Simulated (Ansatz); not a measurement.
`Cl[SiH](Cl)C[CH2][GeH3]` + `C[SiH2]N` → `C[SiH2][NH][GeH3]` + `CC[SiH](Cl)Cl`  (ligand exchange at a Ge–C bond)

Program: Ansatz. Geometries: PBE0-D4/def2-TZVP. ΔE: electronic, gas phase. CCSD(T)/CBS adds triple-zeta CCSD(T) − MP2 to the extrapolated MP2 energy (def2 sets, frozen cores). DFT in def2-TZVPP. For Ge outer-core shells are correlated without core-valence functions, which leaves a few kJ/mol of doubt a bond. Scalar relativity is left out up to krypton. Each species was taken in one conformer, which may not be the lowest.

```
             level  ΔE (kJ/mol)
RPA@PBE/def2-TZVPP        -33.7
     MP2/CBS(def2)        -29.5
```

Problem. What does CCSD(T)/CBS give? (Best estimate.)

Solution. Ansatz gave: -30.2 kJ/mol. The listed levels differ from it by -3.5, 0.7 kJ/mol.

Largest T1 diagnostic among the species: 0.011.

In def2-TZVPP, CCSD(T) changes the Hartree–Fock value by +16.7 kJ/mol (the triples alone add +1.6 kJ/mol) and MP2 by +17.4 kJ/mol. Leaving LDA and LC-ωPBE aside and taking each functional with its dispersion term where it has one, the values, not all of them listed here, spread over 10.0 kJ/mol, from BHLYP-D4 to PBE-D4. LDA lies +6.0 kJ/mol from PBE without D4. From BLYP to BHLYP (50 % exact exchange), in def2-TZVPP and without D4, ΔE moves by −4.4 kJ/mol.
